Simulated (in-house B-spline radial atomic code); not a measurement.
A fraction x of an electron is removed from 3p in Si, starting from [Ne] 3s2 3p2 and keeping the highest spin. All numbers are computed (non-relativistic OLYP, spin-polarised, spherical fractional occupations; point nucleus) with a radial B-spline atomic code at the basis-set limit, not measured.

```json
{"x": "0", "E(x) - E(0) (eV)": "0.0000", "3p up level (eV)": "-4.432"}
{"x": "0.12", "E(x) - E(0) (eV)": "0.5819", "3p up level (eV)": "-5.271"}
{"x": "0.24", "E(x) - E(0) (eV)": "1.2659", "3p up level (eV)": "-6.132"}
{"x": "0.27", "E(x) - E(0) (eV)": "1.4531", "3p up level (eV)": "-6.350"}
{"x": "0.47", "E(x) - E(0) (eV)": "2.8709", "3p up level (eV)": "-7.836"}
{"x": "0.5", "E(x) - E(0) (eV)": "3.1093", "3p up level (eV)": "-8.064"}
{"x": "0.6", "E(x) - E(0) (eV)": "3.9539", "3p up level (eV)": "-8.829"}
{"x": "0.69", "E(x) - E(0) (eV)": "4.7798", "3p up level (eV)": "-9.527"}
{"x": "0.81", "E(x) - E(0) (eV)": "5.9797", "3p up level (eV)": "-10.472"}
{"x": "0.93", "E(x) - E(0) (eV)": "7.2937", "3p up level (eV)": "-11.431"}
{"x": "1", "E(x) - E(0) (eV)": "8.1136", "3p up level (eV)": "-11.996"}
```

The exact functional would give a straight line between the two integer points. Deviations E(x) - E(0) - x[E(1) - E(0)], in eV: -0.392 at x = 0.12, -0.681 at x = 0.24, -0.738 at x = 0.27, -0.942 at x = 0.47, -0.947 at x = 0.5, -0.914 at x = 0.6, -0.819 at x = 0.69, -0.592 at x = 0.81, -0.252 at x = 0.93.

The curve lies below the straight line by up to 0.947 eV (at x = 0.5): convex, the delocalisation error that favours fractional charges.

Q: How well does Slater's transition state (minus the level at half occupation) give the ionisation energy?

A: It gives 8.064 eV against 8.114 eV from the two total energies; NIST lists 8.15 eV, ground level to ground level.
